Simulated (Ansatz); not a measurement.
# One elementary step

Start structure (TiAlH₃F₄, singlet), relaxed at PBE0-D4/def2-TZVP:

```
9
angstrom
Al -0.6917 -0.9969 -1.1315
H 0.3112 -1.6529 -2.1533
H -2.2658 -0.9783 -1.1761
H -0.1519 0.6404 -0.8379
Ti 0.5193 0.7173 0.8712
F -0.1003 -1.1725 0.5489
F 0.7817 2.3776 0.4040
F -0.5316 0.8842 2.2414
F 2.1291 0.1811 1.2332
```

The step: TiAlH₃F₄ ([F][Ti]1([F])([F])[H][AlH2][F]1) → TiAlH₃F₄ ([F][Ti]12([F])([F])[H][AlH]([H]1)[F]2); bonds formed: H2–Ti5; bonds weakened to dative contacts: Ti5–F6. Program: Ansatz 0.2.0. Basis: def2-TZVPP and def2-QZVPP. Cores are frozen in the correlated methods. Extrapolation: Hartree–Fock as exp(−7.88 √X), correlation as X^−2.97. Energies below are by CCSD(T) at an estimated basis limit (MP2 extrapolated from triple and quadruple zeta, plus CCSD(T) − MP2 in triple zeta).

Question: What are the electronic barrier and the energy of the step, from the start structure to the end structure? (To be estimated.)

Answer: Computed: Barrier 24.1 kJ/mol; step energy 15.5 kJ/mol (uphill); reverse barrier, their difference, 8.6 kJ/mol. Barrier and step energy count from the start structure, the reverse barrier from the end structure.

The saddle point: One imaginary mode of 248i cm⁻¹.
```csv
pair,start (Å),saddle (Å),end (Å)
H2–Ti5,3.85,2.60,2.01
Ti5–F6,2.01,2.06,2.18
```

Zero-point energy (harmonic, PBE0-D4): ZPE is 85.5 kJ/mol at the start and 84.8 kJ/mol at the saddle, so the barrier goes from 24.1 to 23.5 kJ/mol.

No T1 diagnostic of these runs exceeds 0.024.

Ligand swaps between two centres remove the fluorinated layer in thermal atomic layer etching, and scramble precursors in the gas phase.

Labels in which every atom is bracketed show which atoms are joined, not bond orders.

For scale, one of the runs: CCSD(T)/def2-TZVPP, 272 basis functions, launched by `ansatz run in.yaml --threads 8 --pin off --events-out ev --progress --plain --max-ram 19148MiB`. Time: 5.5 min of wall clock on 8 CPU threads of an Intel Xeon; the host was shared. Peak host memory: 8.1 GiB.
